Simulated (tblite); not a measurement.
C8H6N (doublet state).
Numbering: `[CH2:1]=[C:2]1[C:3]=[C:4]([CH2:5][C:6]#[N:7])[CH:8]=[CH:9]1` (hydrogens: H10, H11 on C1; H12, H13 on C5; H14 on C8; H15 on C9)

Computed geometry: GFN2-xTB, gas phase. This method treats the open shell by occupation alone, without spin polarisation.

(1) Give the optimised bond lengths and angles.

## Answers

(1) 
```json
{"bond": "C1=C2", "length (Å)": "1.333", "order": "double"}
{"bond": "C2–C3", "length (Å)": "1.449", "order": "single"}
{"bond": "C3=C4", "length (Å)": "1.332", "order": "double"}
{"bond": "C4–C5", "length (Å)": "1.495", "order": "single"}
{"bond": "C5–C6", "length (Å)": "1.444", "order": "single"}
{"bond": "C6≡N7", "length (Å)": "1.143", "order": "triple"}
{"bond": "C4–C8", "length (Å)": "1.479", "order": "single"}
{"bond": "C8=C9", "length (Å)": "1.343", "order": "double"}
{"bond": "C2–C9", "length (Å)": "1.473", "order": "single"}
{"bond": "C1–H10", "length (Å)": "1.077", "order": "single"}
{"bond": "C1–H11", "length (Å)": "1.077", "order": "single"}
{"bond": "C5–H12, C5–H13", "length (Å)": "1.095", "order": "single"}
{"bond": "C8–H14", "length (Å)": "1.076", "order": "single"}
{"bond": "C9–H15", "length (Å)": "1.074", "order": "single"}
```

Bonds in one row agree within 0.01 Å and their mean is given. Orders are formal, as drawn. A selection of angles:
```json
{"angle": "C1–C2–C3", "degrees": "128.8"}
{"angle": "C1–C2–C9", "degrees": "127.3"}
{"angle": "C3–C2–C9", "degrees": "103.9"}
{"angle": "C2–C3–C4", "degrees": "111.7"}
{"angle": "C3–C4–C5", "degrees": "130.4"}
{"angle": "C3–C4–C8", "degrees": "106.4"}
{"angle": "C5–C4–C8", "degrees": "123.1"}
{"angle": "C4–C5–C6", "degrees": "109.8"}
{"angle": "C5–C6–N7", "degrees": "178.8"}
{"angle": "C4–C8–C9", "degrees": "109.4"}
{"angle": "C2–C9–C8", "degrees": "108.6"}
```

Torsions: C1–C2–C3–C4 179° (antiperiplanar); C2–C3–C4–C5 180° (antiperiplanar); C3–C4–C5–C6 -118° (anticlinal); C3–C4–C8–C9 -1° (synperiplanar); C4–C8–C9–C2 0° (synperiplanar); C1–C2–C9–C8 180° (antiperiplanar). The mirror-image conformer, all signs reversed, is as good.

The 8 C–C bonds span 1.332 Å (C3=C4, drawn double) to 1.495 Å (C4–C5, drawn single), a spread of 0.163 Å. C9 (carbon bonded to 2 C and H) is planar (angles 128.0°, 123.4° and 108.6°, sum 360.0°, 0.00 Å off the plane of its three neighbours). C8 (carbon bonded to 2 C and H) is planar (angles 128.0°, 122.6° and 109.4°, sum 360.0°, 0.00 Å off the plane of its three neighbours). C2 (carbon bonded to 3 C) is planar (angles 128.8°, 127.3° and 103.9°, sum 360.0°, 0.00 Å off the plane of its three neighbours). The 5-membered ring C2–C3–C4–C8–C9 has internal angles of 103.9° to 111.7° (sum 540°, against 540° for a flat polygon); it is planar, 0.00 Å rms from its mean plane, widest ring torsion 1°. C4 (carbon bonded to 3 C) is planar (angles 130.4°, 123.1° and 106.4°, sum 360.0°, 0.00 Å off the plane of its three neighbours). C1 (carbon bonded to C and 2 H) is planar (angles 121.7°, 121.2° and 117.0°, sum 360.0°, 0.00 Å off the plane of its three neighbours).

Point group: C1 (no symmetry element, even within 0.4 Å). Its GFN2-xTB frequencies are all real (lowest 29 cm⁻¹).

On one thread of an Arm Neoverse V1, shared host, this took 0.28 s. That covers the optimisation of the geometry.
